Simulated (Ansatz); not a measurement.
# K⁺ ··· CH$_{3}$I

The pair of K⁺ (SMILES [K+], atom 1) and CH$_{3}$I (SMILES CI, atoms 2–6), both closed shells, in one local arrangement (a lower one may exist), relaxed at PBE0-D4/def2-TZVP:

K1  (-1.464, -0.490, -3.390)
C2  (0.518, 0.128, 0.747)
I3  (-1.490, -0.148, 0.063)
H4  (1.086, -0.753, 0.469)
H5  (0.903, 1.032, 0.286)
H6  (0.447, 0.231, 1.825)
(Å)

Ansatz 0.2.0; basis: def2-TZVPPD, with def2-QZVPPD for the basis limit; cores frozen in the correlated methods. Filled d shells of the heavier atoms are correlated. Core potentials replace the inner electrons of the atoms past krypton. The outer core shell of Li, Na, Mg and K is correlated. The def2 sets are not built for correlating such inner shells, so the correlated values are less sure here. B3LYP uses VWN-RPA correlation. Extrapolation: Hartree–Fock as exp(−7.88 √X), correlation as X^−2.97. Interaction energies count from these two fragments, frozen as in the pair, with the counterpoise correction; negative means bound.

Question: What is the interaction energy by CCSD(T) at an estimated basis limit (MP2 extrapolated from triple and quadruple zeta, plus CCSD(T) − MP2 in triple zeta)? (To be estimated.)

Answer: By the calculation: -11.13 kcal/mol. Hartree–Fock alone gives -9.60 kcal/mol at the basis limit. It counts from the two fragments frozen as in the pair.

The same quantity by other methods in triple zeta, and each one's difference from that estimate:
```tsv
method	E_int (kcal/mol)	difference
PBE-D4	-11.71	-0.57
revPBE-D4	-10.88	0.25
BLYP-D4	-11.30	-0.17
r2SCAN-D4	-10.76	0.37
B97M-V	-10.83	0.30
PBE0-D4	-11.46	-0.32
B3LYP-D4	-11.40	-0.27
HSE06-D4	-11.50	-0.36
wB97X-V	-10.95	0.18
wB97M-V	-10.95	0.19
B2PLYP	-10.26	0.87
HF	-9.35	1.79
MP2	-10.06	1.07
CCSD	-9.69	1.44
CCSD(T)	-9.77	1.37
```
Differences are method less estimate.

Question: Which atoms make the shortest contact between the fragments?

Answer: K1 and I3, 3.47 Å apart.

Basis-set superposition shift (counterpoise-corrected less uncorrected): CCSD(T) 0.67; MP2 0.65; HF 0.03; PBE0-D4 0.07; wB97M-V 0.07 kcal/mol.

T1 diagnostic: at most 0.008.

For scale, one of the runs: CCSD(T)/def2-TZVPPD, 183 basis functions, launched by `ansatz run in.yaml --threads 4 --pin off --events-out ev --progress --plain --max-ram 9574MiB`. The run took 71 s on 4 CPU threads of an Arm Neoverse N1 (shared host), with 2.1 GiB of host memory at its peak.
